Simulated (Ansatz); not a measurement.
Reaction (formal exchange of groups at a Ga–S bond): `F[CH2][GaH][SH]` + CH₄ → `[CH3][GaH][CH2]F` + H₂S

Computed with Ansatz on PBE0-D4/def2-TZVP structures; ΔE is electronic, products minus reactants. CCSD(T)/CBS adds triple-zeta CCSD(T) − MP2 to the extrapolated MP2 energy (def2 sets, frozen cores). This one scheme is used for every species. Functionals use def2-TZVPP. B3LYP here is the variant with VWN-RPA as its local correlation; programs differ in this. For Ga outer-core shells are correlated without core-valence functions, which leaves a few kJ/mol of doubt a bond. Scalar relativity is left out up to krypton. Each species was taken in one conformer, which may not be the lowest.

| level | ΔE (kcal/mol) | difference from CCSD(T)/CBS |
| --- | --- | --- |
| PBE-D4 | 29.8 | 1.2 |
| r2SCAN-D4 | 30.7 | 2.1 |
| PBE0-D4 | 29.7 | 1.1 |
| B3LYP-D4 | 29.7 | 1.1 |
| ωB97M-V | 28.6 | 0.0 |
| B2PLYP | 29.4 | 0.8 |
| PBE0 | 29.5 | 0.9 |
| B3LYP | 29.2 | 0.6 |
| HF/def2-TZVPP | 29.7 | 1.1 |
| MP2/def2-TZVPP | 29.1 | 0.5 |
| SCS-MP2/def2-TZVPP | 28.6 | 0.0 |
| CCSD/def2-TZVPP | 28.0 | -0.6 |
| CCSD(T)/def2-TZVPP | 28.4 | -0.2 |
| MP2/def2-QZVPP | 29.1 | 0.5 |
| SCS-MP2/def2-QZVPP | 28.7 | 0.1 |
| HF/CBS(def2) | 29.4 | 0.8 |
| CCSD(T)/CBS | 28.6 | 0 |

Largest T1 diagnostic among the species: 0.013.
